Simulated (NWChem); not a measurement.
# Lowest excitation of CH2F (+1)

```
C
F 1 1.2234
H 1 1.1080 2 117.30
H 1 1.1080 3 125.39 2 180.00
```
Charge +1, spin multiplicity 1.

Everything below was run with NWChem. The geometry was optimised at PBE0/def2-SVP, a minimum by its harmonic frequencies.

Basis set: def2-SVPD.

The correlated methods keep 2 core orbitals frozen. The spin multiplicity of the parent species was assumed, not shown to be that of its ground state. The structure started from a generated list of species. Coupled-cluster values serve here as a point of comparison, not as the truth.

### Question
One of these methods gave a lowest vertical singlet excitation energy of 6.45 eV. Which?
A) TD-PBE
B) CIS
C) TDA-PBE0
D) EOM-CCSD

### Answer
B, CIS. The others give 4.99 (TD-PBE), 5.35 (TDA-PBE0), 5.54 (EOM-CCSD).
